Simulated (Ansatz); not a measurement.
Relaxed structures of NH3Te, closed shell (PBE0-D4/def2-TZVP; forces vanish, vibrations not checked; lower isomers may exist, and structures with a doubtful reference or unclear bonds are left out; Å). Program: Ansatz 0.2.0. Basis: def2-TZVPP. Cores are frozen in the correlated methods. Filled d shells of the heavier atoms are correlated. Core potentials replace the inner electrons of the atoms past krypton. The def2 sets are not built for correlating such inner shells, so the correlated values are less sure here.

(1) Rank them by CCSD(T) energy, lowest first, and give each one's height above the lowest. Links in brackets join atoms within 1.22 times the sum of their covalent radii (1.1 for two metals). (An estimate is asked for; the value comes from the calculation.)
A.
NH₃Te ([NH2][TeH])
```
5
angstrom
N -0.2296 -0.6587 -0.1242
Te 0.4197 1.1133 0.6185
H -1.1420 -0.8761 0.2545
H 0.4132 -1.3957 0.1345
H 0.5387 1.8173 -0.8833
```
B.
NH₃Te ([NH3][Te])
```
5
angstrom
N -0.2163 -0.7445 -0.1265
Te 0.4604 1.2240 0.6076
H -1.1511 -0.9350 0.2145
H 0.4116 -1.4681 0.2032
H -0.2249 -0.7484 -1.1397
```
C.
NH₃Te ([NH][TeH2])
```
5
angstrom
N -0.4115 -0.8489 0.1439
Te 0.0724 0.9141 0.6395
H 1.5406 0.8694 1.5048
H 0.4082 -1.3273 -0.2343
H 0.9990 1.6124 -0.6095
```

The T1 diagnostic stays at or below 0.018.

## Answers

(1) By the calculation: B (0.000 eV), A (0.067 eV), C (2.397 eV). Heights count from the lowest.

For scale, one of the runs: CCSD(T)/def2-TZVPP, 123 basis functions, launched by `ansatz run in.yaml --threads 2 --pin off --events-out ev --progress --plain --max-ram 4352MiB`. Hardware: 2 CPU threads of an Arm Neoverse V1, shared host. Wall time 15 s; peak host memory 0.65 GiB.
